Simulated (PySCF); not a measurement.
**LiAs: energy against distance**

Set-up: Li cc-pVDZ, As cc-pVDZ-PP with ECP10; scalar-relativistic core potentials (PySCF 2.14). Energies in eV from Li + As in their ground configurations at the same level. State: ³Σ⁻ (triplet), unpaired electrons π ↑↑.

All columns are B3LYP. A positive dipole means Li(−)As(+).

```tsv
R (Å)	E (eV)	μ (D)	Mulliken charge on Li (basis-dependent)	HOMO (eV)	LUMO (eV)	Mayer bond order	⟨S²⟩
2.098	-1.334	-5.35	0.01	-4.59	-2.52	1.46	2.00
2.196	-1.534	-5.51	0.06	-4.58	-2.42	1.39	2.00
2.294	-1.646	-5.67	0.10	-4.55	-2.33	1.32	2.00
2.367	-1.686	-5.78	0.13	-4.52	-2.27	1.28	2.01
2.440	-1.697	-5.88	0.16	-4.49	-2.22	1.24	2.01
2.513	-1.685	-5.98	0.18	-4.46	-2.16	1.20	2.01
2.611	-1.641	-6.10	0.21	-4.41	-2.10	1.16	2.01
2.733	-1.555	-6.22	0.24	-4.36	-2.04	1.11	2.02
2.879	-1.422	-6.33	0.26	-4.29	-1.99	1.06	2.03
3.074	-1.222	-6.35	0.27	-4.20	-2.11	1.00	2.06
```

A fit through these points gives, at Re = 2.436 Å, μ = -5.87 D and dμ/dR = -1.39 D/Å; the reduced mass is 6.415 u.

How strong is the fundamental in the double-harmonic approximation, I = 42.26·(dμ/dR)²/μred km/mol?

I = 42.26·(-1.39)²/6.415 = 12.7 km/mol at B3LYP.

Spin–orbit coupling is left out. The state was picked by a PBE0 search and need not be the measured ground state.
